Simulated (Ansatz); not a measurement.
`C[Si](C)(C)NN` + HCl → `C[Si](C)(C)Cl` + `NN`  (ligand exchange at the Si–N bond)

Calculated with Ansatz (gas phase, PBE0-D4/def2-TZVP geometries, no zero-point term in ΔE). CCSD(T)/CBS is the MP2 limit (def2-TZVPP, def2-QZVPP) plus CCSD(T) − MP2 in def2-TZVPP, frozen cores. This one scheme is used for every species. Functionals use def2-TZVPP. One conformer a species, not always the lowest.

CCSD(T)/CBS gives -15.6 kcal/mol.

(1) Another level gave -15.7 kcal/mol. Which?
A. HF/def2-TZVPP
B. LDA (SPW92)/def2-TZVPP
C. CCSD(T)/def2-TZVPP
D. PBE-D4/def2-TZVPP

Largest T1 diagnostic among the species: 0.010.

Answers

(1) D. PBE-D4 -15.7, HF/def2-TZVPP -18.1, CCSD(T)/def2-TZVPP -14.7, LDA (SPW92) -13.6 kcal/mol.

The D4 term adds +1.2 kcal/mol with B3LYP and +0.8 kcal/mol with PBE0; it sums over pairs of atoms, weighted by their polarisabilities, and B3LYP, whose exchange is more repulsive, gets the larger term. Leaving LDA and LC-ωPBE aside and taking each functional with its dispersion term where it has one, the values, not all of them listed here, spread over 1.9 kcal/mol, from PBE-QIDH to BLYP-D4. LDA lies +3.0 kcal/mol from PBE without D4. In def2-TZVPP, CCSD(T) changes the Hartree–Fock value by +3.4 kcal/mol (the triples alone add +0.3 kcal/mol) and MP2 by +2.5 kcal/mol.

B3LYP here is the variant with VWN-RPA as its local correlation; programs differ in this.
